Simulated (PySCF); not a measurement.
System: sum formula H$_{3}$SiO$_{3}$, net charge 0, doublet state. It need not be the lowest isomer of its formula. SMILES: O[Si](O)O
Coordinates optimised at B3LYP-D3(BJ)/def2-TZVP (Ansatz):
```xyz
7

Si    -0.0585    -0.0377     0.3615
O     -0.8689     1.2701    -0.2270
O     -0.5742    -1.3722    -0.4551
O      1.5457     0.1681     0.0489
H     -0.6334     2.1348     0.1220
H     -1.5100    -1.5895    -0.4086
H      2.1425    -0.5458     0.2917
```
Charge 0, spin multiplicity 2.

Dispersion corrections to the total energy (kcal/mol) from the dftd3 and dftd4 libraries through PySCF: D3(BJ) without and D4 with the three-body term, each with the damping fitted for the functional named.

```json
[
 {"functional": "B3LYP", "D3(BJ)": "-4.60", "D4": "-4.44"},
 {"functional": "revPBE", "D3(BJ)": "-6.51", "D4": "-8.86"},
 {"functional": "r2SCAN", "D3(BJ)": "-0.68", "D4": "-0.63"},
 {"functional": "CAM-B3LYP", "D3(BJ)": "(withheld)", "D4": "-2.27"},
 {"functional": "TPSS", "D3(BJ)": "(withheld)", "D4": "-3.70"},
 {"functional": "BP86", "D3(BJ)": "-4.16", "D4": "-3.59"},
 {"functional": "TPSSh", "D3(BJ)": "-2.95", "D4": "(withheld)"}
]
```

### Question
Fill in the missing entries.

### Answer

- CAM-B3LYP, D3(BJ): -2.00
- TPSS, D3(BJ): -3.23
- TPSSh, D4: -3.33
